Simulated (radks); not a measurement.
Q: All-electron atom: the oxygen ion O7+ in 1s0.5 2p0.5 (fractional occupations, a model configuration). Calculated with a radial shooting solver on a logarithmic mesh with Libxc functionals: Dirac Kohn-Sham, BLYP, spin-unpolarised, spherical densities, point nucleus; open shells fill j = l - 1/2 first. Some entries of the table are withheld. Estimate them.

| orbital | occ. | eigenvalue (hartree) | <1/r> (bohr^-1) |
|---|---|---|---|
| 1s1/2 | 0.5 | -30.84003 | 8.053 |
| 2s1/2 | 0 | -7.17735 | 1.940 |
| 2p1/2 | 0.5 | -7.03979 | (1) |
| 2p3/2 | 0 | -7.03360 | (2) |
| 3p1/2 | 0 | -3.05848 | (3) |
| 3p3/2 | 0 | -3.05668 | (4) |

A: 
(1) 2p1/2 <1/r> (bohr^-1): 1.934
(2) 2p3/2 <1/r> (bohr^-1): 1.931
(3) 3p1/2 <1/r> (bohr^-1): 0.8501
(4) 3p3/2 <1/r> (bohr^-1): 0.8492
